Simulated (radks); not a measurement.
Results of a calculation; reference values are marked as such.
Q: Neutral zinc, 30 electrons, occupied as [Ar] 3d10 4s1 5s1 (not the ground configuration). Code: a radial shooting solver on a logarithmic mesh with Libxc functionals. Model: Dirac Kohn-Sham, PBE, spin-unpolarised, spherical densities, point nucleus. Some entries of the table are withheld. Estimate them.

orbital  occ.  eigenvalue (hartree)  r(max) (bohr)
1s1/2       2             -350.1778        0.03291
2s1/2       2             -42.75320         0.1893
2p1/2       2                   (1)            (2)
2p3/2       4                   (3)            (4)
3s1/2       2              -4.95413         0.5883
3p1/2       2              -3.34665         0.5870
3p3/2       4              -3.23421         0.5952
3d3/2       4              -0.58537            (5)
3d5/2       6              -0.57218            (6)
4s1/2       1                   (7)          1.992
5s1/2       1              -0.05908          6.976

A: 
(1) 2p1/2 eigenvalue (hartree): -37.67376
(2) 2p1/2 r(max) (bohr): 0.1502
(3) 2p3/2 eigenvalue (hartree): -36.79639
(4) 2p3/2 r(max) (bohr): 0.1530
(5) 3d3/2 r(max) (bohr): 0.5650
(6) 3d5/2 r(max) (bohr): 0.5680
(7) 4s1/2 eigenvalue (hartree): -0.37066
